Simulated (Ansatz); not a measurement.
Reaction (silylene formation by 1,1-elimination): `C[Si](N)(O)O[SiH3]` → `CO[SiH3]` + `N[Si]O`

Gas-phase electronic energies from Ansatz, PBE0-D4/def2-TZVP geometries. CCSD(T)/CBS is the MP2 limit (def2-TZVPP, def2-QZVPP) plus CCSD(T) − MP2 in def2-TZVPP, frozen cores. This one scheme is used for every species. DFT in def2-TZVPP. B3LYP here is the variant with VWN-RPA as its local correlation; programs differ in this. Each species was taken in one conformer, which may not be the lowest.

| level | ΔE (kJ/mol) | difference from CCSD(T)/CBS |
| --- | --- | --- |
| PBE-D4 | 349.9 | -28.1 |
| PBE | 336.4 | -41.6 |
| B3LYP | 340.3 | -37.7 |
| HF/def2-TZVPP | 369.6 | -8.4 |
| SCS-MP2/def2-TZVPP | 375.5 | -2.5 |
| CCSD/def2-TZVPP | 371.9 | -6.1 |
| HF/def2-QZVPP | 370.7 | -7.3 |
| SCS-MP2/def2-QZVPP | 380.5 | 2.5 |
| MP2/CBS(def2) | 396.5 | 18.5 |
| CCSD/CBS(def2) | 378.6 | 0.6 |
| CCSD(T)/CBS | 378.0 | 0 |

Largest T1 diagnostic among the species: 0.014.

From PBE to PBE0 (25 % exact exchange), in def2-TZVPP and without D4, ΔE moves by +25.7 kJ/mol. The D4 term adds +21.3 kJ/mol with B3LYP and +12.1 kJ/mol with PBE0; it sums over pairs of atoms, weighted by their polarisabilities, and B3LYP, whose exchange is more repulsive, gets the larger term.
